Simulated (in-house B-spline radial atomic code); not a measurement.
# How G0W0 and RPA depend on the start: Mg5+

Configuration [He] 2s2 2p3, highest spin. Computed with a B-spline radial code for spherical atoms: all electrons, scalar-relativistic (spin-free one-electron X2C), finite nucleus, each spin shell either full or empty, empty states to l = 9 with an (l + 1/2)⁻⁴ tail; G0W0 by contour deformation at full frequency.

| start | mean-field 2p up (eV) | G0W0 (eV) | QP weight | RPA correlation (Eh) |
| --- | --- | --- | --- | --- |
| Hartree-Fock | -188.33 | -187.46 | 0.981 | -0.33184 |
| LDA VWN5 | -168.67 | -186.65 | 0.959 | -0.38237 |
| PBE | -168.79 | ? | ? | ? |
| PBE0 | -173.89 | -186.84 | 0.969 | -0.36643 |
| r2SCAN | -170.94 | -186.69 | 0.965 | -0.3733 |
| HSE06 | -173.41 | -186.82 | 0.968 | -0.3677 |
| B3LYP (VWN-RPA) | -172.96 | -186.76 | 0.967 | -0.36952 |
| SCAN | -171.08 | -186.66 | 0.966 | -0.37323 |
| TPSS | -169.33 | -186.55 | 0.962 | -0.37796 |
| BHandHLYP | -178.87 | -187.06 | 0.974 | -0.35358 |
| CAM-B3LYP | -174.96 | -186.90 | 0.970 | -0.36347 |
| LC-wPBE | -174.72 | -186.96 | 0.971 | -0.36349 |
| wB97X | -175.54 | ? | ? | ? |
| PBEsol | -168.57 | -186.58 | 0.960 | -0.38187 |
| BLYP | -168.74 | -186.46 | 0.960 | -0.38227 |
| r2SCAN0 | -175.46 | -186.94 | 0.972 | -0.36096 |
| LDA exchange-only | -167.12 | -186.69 | 0.958 | -0.382 |

Problem. What G0W0 level, weight and RPA correlation energy follow from the wB97X start?

Solution. G0W0 level -186.91 eV, weight 0.972, RPA correlation -0.3597 hartree.

Problem. What G0W0 level, weight and RPA correlation energy follow from the PBE start?

Solution. G0W0 level -186.51 eV, weight 0.960, RPA correlation -0.38206 hartree.

Problem. How much of the dependence on the start does G0W0 remove?

Solution. The mean-field levels span 21.2 eV and the G0W0 levels 0.997 eV. Against 186.76 ± 0.06 eV (NIST, semi-empirical) the G0W0 removal energies are off by -0.30 to +0.70 eV, with spin-orbit coupling, Breit and QED terms left out.
